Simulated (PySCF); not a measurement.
Si(CF3)(F)(H)2 (CH₂F₄Si), SMILES F[SiH2]C(F)(F)F.

Geometry: PBE0-D3(BJ)/def2-SVP.

The numbers are results of TDA-PBE/def2-SVPD (PySCF), not measurements.

Vertical excitations.  State labels are in the subgroup Cs.

```csv
state,symmetry,energy (eV),λ (nm),f,main pairs
S1,A',6.98,178,0.006,HOMO→LUMO 98 %
S2,A",7.62,163,0.002,HOMO−1→LUMO 100 %
S3,A',8.10,153,0.002,HOMO→LUMO+1 88 %
S4,A",8.52,145,0.000,"HOMO−2→LUMO 74 %, HOMO→LUMO+2 21 %"
S5,A',8.61,144,0.119,HOMO→LUMO+3 81 %
S6,A",8.64,144,0.002,"HOMO→LUMO+2 45 %, HOMO−1→LUMO+1 28 %, HOMO−2→LUMO 24 %"
S7,A",9.00,138,0.104,"HOMO−1→LUMO+1 53 %, HOMO→LUMO+2 21 %, HOMO−3→LUMO 13 %"
S8,A",9.13,136,0.030,HOMO−3→LUMO 85 %
S9,A',9.21,135,0.023,HOMO−4→LUMO 86 %
S10,A",9.23,134,0.022,HOMO−1→LUMO+3 96 %
T1,A',6.50,191,0,HOMO→LUMO 99 %
T2,A",7.15,174,0,HOMO−1→LUMO 99 %
T3,A',7.63,163,0,HOMO→LUMO+1 96 %
T4,A",7.85,158,0,HOMO→LUMO+2 98 %
```
Triplets are in the Tamm–Dancoff approximation.
